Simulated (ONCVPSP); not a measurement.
**molybdenum: one change to an ONCV potential, before and after**

- Element: molybdenum (Mo)
- Generator: ONCVPSP 4.0.1
- Type: optimised norm-conserving Vanderbilt (ONCV)
- Functional: PBE
- Relativity: scalar-relativistic
- Frozen core: [Ar] 3d10
- Valence charge: 14
- Reference configuration: 4s2 4p6 4d5 5s1
- Partial waves: 4s+5s: rc 2.05 bohr, ncon 4, nbas 8, qcut 5.3 1/bohr, 3 projectors, debl 1.5 Ha; 4p: rc 1.65 bohr, ncon 4, nbas 7, qcut 8.6 1/bohr, 3 projectors, debl 3.4 Ha; 4d: rc 2.15 bohr, ncon 4, nbas 9, qcut 8 1/bohr, 2 projectors, debl 2.7 Ha
- Local potential: polynomial inside 1.05 bohr (lpopt 5, dvloc0 3 Ha)
- Core correction: none

Change: s: qcut 3.

Cutoffs: the cutoffs (Ha) at which the residual kinetic energy of the hardest occupied pseudo-wave falls to 1 and 0.1 mHa per electron; they do not see the model core or the augmentation charge, which bear on the density cutoff. Errors are all-electron minus pseudo energies relative to the spin-unpolarised reference configuration.

Problem. How do hardness, ghosts and transferability respond?

Solution. The potential gets harder (22 Ha and 28 Ha → 22 Ha and 34 Ha); of the 3 tests that both files solve, the error grows in 0 and shrinks in 1 by more than 15 % and 0.3 meV (median size 2.4 → 2.3 meV); neither file shows a bound ghost.

| quantity | base | changed |
| --- | --- | --- |
| cutoff, loose | 22 Ha | 22 Ha |
| cutoff, tight | 28 Ha | 34 Ha |
| loose cutoff by channel | s 6.0 Ha, p 22 Ha, d 18 Ha | s 9.9 Ha, p 22 Ha, d 18 Ha |
| bound ghosts | none | none |
| GHOST(+) flags under 300 eV | s at 206.8 eV | s at 193.5 eV |
| tests with a reliable result | 3 of 4 | 3 of 4 |
| error for 4s2 4p6 4d5 5s0, meV [ΔE 6.89 eV] | -2.4 | -2.3 |
| error for 4s2 4p6 4d4 5s0, meV [ΔE 22.35 eV] | -1.1 | -1.4 |
| error for 4s2 4p6 4d3 5s0, meV [ΔE 49.10 eV] | +5.3 | +3.5 |
| s: phases at 2.08 bohr within 0.05 rad from the reference energy up to (Ha; the scan ends near 5) | to the end of the scan | to the end of the scan |
| p: phases at 1.68 bohr within 0.05 rad from the reference energy up to (Ha; the scan ends near 5) | to the end of the scan | to the end of the scan |
| d: phases at 2.18 bohr within 0.05 rad from the reference energy up to (Ha; the scan ends near 5) | to the end of the scan | to the end of the scan |
